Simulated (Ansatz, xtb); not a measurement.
A geometry optimisation of CH7SbSi+ with r2SCAN-D4/def2-SVP

The starting geometry of this gas-phase doublet has its atoms placed at random.

```yaml
atoms:
  - { symbol: C, position_ang: [-1.9436, 0.2400, -0.0245] }
  - { symbol: Sb, position_ang: [0.5452, 0.5392, -0.2518] }
  - { symbol: Si, position_ang: [-1.2472, 1.5699, 0.6401] }
  - { symbol: H, position_ang: [0.5524, 1.7720, 1.5109] }
  - { symbol: H, position_ang: [1.1960, -1.2449, -0.7839] }
  - { symbol: H, position_ang: [-1.0346, 0.1393, -1.6007] }
  - { symbol: H, position_ang: [1.8630, -0.8467, -0.0560] }
  - { symbol: H, position_ang: [0.1318, -0.7766, 0.4791] }
  - { symbol: H, position_ang: [-0.1031, 0.5435, 2.0911] }
  - { symbol: H, position_ang: [-0.9358, -1.3571, -0.2138] }
```

Question: One run relaxed it with r2SCAN-D4/def2-SVP. What is a likely outcome?

Answer: It loosens into CH3SbSi + H2 + H2, which stay close as a complex (formulas without charges). Distances that change by over a tenth: C1–Si3 (1.64 → 1.83 Å), Sb2–Si3 (2.25 → 2.83 Å), Sb2–H4 (2.15 → 3.80 Å), Sb2–H8 (1.56 → 1.73 Å), H4–H9 (1.51 → 0.78 Å). Contacts that open: Sb2–H5 (1.97 → 3.42 Å), Sb2–H6 (2.12 → 2.80 Å), Sb2–H7 (1.92 → 3.40 Å). Contacts that close: C1–Sb2 (2.52 → 2.31 Å), C1–H6 (1.82 → 1.11 Å), C1–H10 (1.90 → 1.10 Å), H5–H7 (1.06 → 0.76 Å).

The energy falls by 14.52 eV over 48 steps:

| step | E − E(last) (eV) |
| --- | --- |
| 1 | 14.519 |
| 6 | 1.531 |
| 11 | 0.237 |
| 17 | 0.034 |
| 22 | 0.009 |
| 27 | 0.006 |
| 32 | 0.001 |
| 38 | 0.000 |
| 43 | 0.000 |
| 48 | 0.000 |

Final geometry (Å):

```csv
atom,x (Å),y (Å),z (Å)
C,-1.1948,0.2328,-0.4159
Sb,0.8023,1.1526,-1.1376
Si,-1.2852,1.6784,0.6955
H,-0.4561,0.8835,2.4336
H,1.4109,-2.1954,-0.7740
H,-1.8643,0.3282,-1.2899
H,1.7733,-1.9557,-0.1509
H,1.4354,1.1035,0.4714
H,-0.5567,0.1785,2.1220
H,-1.0406,-0.8278,-0.1635
```

From the same start GFN2-xTB reaches the same bonding as this run.

From so rough a start the end depends on the optimiser's path, so another program may land elsewhere. The end wasn't checked by frequencies. Open shells are spin-unrestricted. Atoms past krypton carry core potentials, without spin–orbit terms. Run with Ansatz 0.2.0, 4 min on 2 threads of Intel(R) Xeon(R) Processor @ 2.70GHz, on a shared host.
